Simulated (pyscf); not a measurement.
This saddle point was located with ωB97X-D3(BJ)/def2-SVP in PySCF.

```xyz
11

O     -0.9837     0.1682     1.4756
Mo    -2.0124    -0.7616     0.3853
O     -1.3003    -2.2321     0.2346
F     -3.0462    -0.5512    -1.1463
F     -3.5037    -0.9678     1.4348
O     -0.8702     0.5228    -0.7104
Si     0.1594     1.4393     0.6665
H     -1.0333     0.7913    -1.6247
H      1.4181     0.6715     0.5122
H      0.1281     2.6157    -0.2679
H      0.1762     2.1563     1.9819
```
Charge 0, spin multiplicity 1.

Surface: singlet, charge 0. Lowest wavenumbers (cm⁻¹): 289i, 73, 94, 187, 239.

Question: Name the species on either side of this saddle.

Answer: O=Mo(=O)(F)–F + silanol (HO–SiH₃) <-> O=Mo(OH)(F)(F)–O–SiH₃, an addition across a multiple bond or ene-type step read from left to right: O–Si broken and O–Si, Mo–O formed. At ωB97M-D3(BJ)/def2-TZVP it lies +4.9 kcal/mol from the left side and +13.6 kcal/mol from the right (each side as separated species at their lowest minima found). On the reactant side the descent ends in an adduct with a Mo–O contact, 15.1 kcal/mol under the separated species and 15.6 kcal/mol under the saddle at ωB97X-D3(BJ)/def2-TZVP. What is counted as formed (Mo–O) is already present as a longer contact in the reactant adduct; forming that adduct is a step of its own. At ωB97X-D3(BJ) the barrier from the zero used here is 0.4 kcal/mol. One saddle was located; it need not be the lowest between these sides. Elements past Kr carry the def2 core potentials, without spin-orbit coupling.
